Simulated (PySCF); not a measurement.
A GIAO shielding run with PySCF 2.14.0 with density-fitted response routines (density fitting, non-relativistic, gas phase) on SMILES [SiH2](C)O[C@@H]1CC[Si@H](O)C1, C5H14O2Si2:

```
$ OMP_NUM_THREADS=1 python probes_run.py task.json out

{"job": {"kind": "nmr", "xc": "PBE0", "basis": "pcSseg-1"}, "charge": 0, "multiplicity": 1}
C      2.741873     0.774999    -1.273682
Si     2.007729    -0.803382    -0.533367
O      0.729464    -0.239380     0.275970
C     -0.275764    -0.917152     0.996340
C     -1.386279    -1.340032     0.034565
C     -1.989018    -0.069534    -0.577415
Si    -1.695874     1.300692     0.723381
O     -0.707452     2.487606     0.215500
C     -0.876857     0.100047     1.958069
H      2.056591     1.255557    -1.965988
H      3.645203     0.534020    -1.822934
H      3.006573     1.500285    -0.510052
H      1.639487    -1.758175    -1.589646
H      2.942496    -1.478059     0.377332
H      0.163145    -1.786692     1.503545
H     -0.985165    -2.008144    -0.729199
H     -2.141422    -1.883239     0.604416
H     -3.033215    -0.232170    -0.834257
H     -1.472301     0.172685    -1.506048
H     -2.858757     2.024558     1.212398
H      0.170309     2.243518    -0.079120
H     -0.097544     0.540090     2.575467
H     -1.587974    -0.391113     2.617397
```

Hardware: 1 thread of an Arm Neoverse N1, shared host. The job also computes population analyses, field gradients, ring-centre shieldings.

Question: How large is the calculation?

Answer: 88 electrons, 237 basis functions and 1275 auxiliary functions.

Question: How long does it take, and how much memory does it need?

Answer: 110 s of wall time, with 14 SCF cycles and 4 response iterations; peak memory 1.2 GiB. Times on a shared host scatter by some tens of per cent.
